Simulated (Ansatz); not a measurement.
Coupled-cluster run, CH$_{5}$BOS (`BSCO`).

```yaml
crystal:
  periodic: [false, false, false]
  atoms:
    - {symbol: B, position_ang: [-1.203708, 0.997271, 0.759328]}
    - {symbol: S, position_ang: [-0.457103, 0.833770, -0.819847]}
    - {symbol: C, position_ang: [0.470943, -0.744133, -0.700246]}
    - {symbol: O, position_ang: [1.839975, -0.559484, -0.556431]}
    - {symbol: H, position_ang: [-1.049978, 0.155302, 1.593677]}
    - {symbol: H, position_ang: [-1.859332, 1.974494, 0.948824]}
    - {symbol: H, position_ang: [0.319544, -1.270583, -1.642175]}
    - {symbol: H, position_ang: [0.022247, -1.314900, 0.118009]}
    - {symbol: H, position_ang: [2.006013, -0.118138, 0.281862]}
basis:
  gaussian: {orbitals: def2-SVP}
correlation: {method: ccsd_t}
```

```sh
$ ansatz run in.yaml --threads 2 --pin off --events-out ev --progress --plain --max-ram 4352MiB
```

The program prints (abridged):

```
Functional definition: HF
837 factors; integrals over basis functions are off by at most 1.3e-3 eV
mean field evaluation 1: about -14627.1795 eV, gradient 2.9e1 eV
mean field evaluation 2: about -14627.2729 eV, gradient 2.9e1 eV
mean field evaluation 4: about -14629.3505 eV, gradient 3.3e0 eV
mean field evaluation 8: about -14629.3898 eV, gradient 1.4e-1 eV
mean field evaluation 16: about -14629.2835 eV, gradient 4.2e-1 eV
mean field -14629.39000654 eV, -537.6201665838 hartree, gradient 8.9e-6 eV, S^2 0.000000; 0 other end points of the search recorded, 0 dependent functions left out
8 core orbitals not correlated: weight in the atoms' cores, before any rotation towards them, 1.000 or more for the frozen orbitals, at most 0.000 for the correlated occupied ones
reference -14629.39000654 eV, -537.6201665838 hartree; 12, 12 occupied and 65, 65 virtual orbitals, 837 factors
second order -14.85267397 eV of doubles, -0.00000000 eV of singles
cycle   1  -15.59265632 eV  change   -7.4e-1 eV  update   9.1e-2
cycle   2  -16.01632203 eV  change   -4.2e-1 eV  update   2.7e-2
cycle   3  -16.10465270 eV  change   -8.8e-2 eV  update   1.5e-2
cycle   4  -16.10020289 eV  change    4.4e-3 eV  update   5.4e-3
cycle   5  -16.09781225 eV  change    2.4e-3 eV  update   2.6e-3
cycle   6  -16.09794140 eV  change   -1.3e-4 eV  update   8.5e-4
cycle   7  -16.09761417 eV  change    3.3e-4 eV  update   2.7e-4
cycle   8  -16.09749787 eV  change    1.2e-4 eV  update   8.6e-5
cycle   9  -16.09751803 eV  change   -2.0e-5 eV  update   3.3e-5
cycle  10  -16.09751866 eV  change   -6.2e-7 eV  update   1.3e-5
perturbative correction -0.46571938 eV, -0.0171148715 hartree
Total energy: -14645.95324458 eV, -538.2288543546 hartree
```

Hardware: 2 threads of an Arm Neoverse V1 on a shared host. Wall time 2.8 s, peak host memory 0.4 GiB.

MP2 recovers 89.7 % of the CCSD(T) correlation energy and the triples give 2.8 %; T1 = 0.0142.
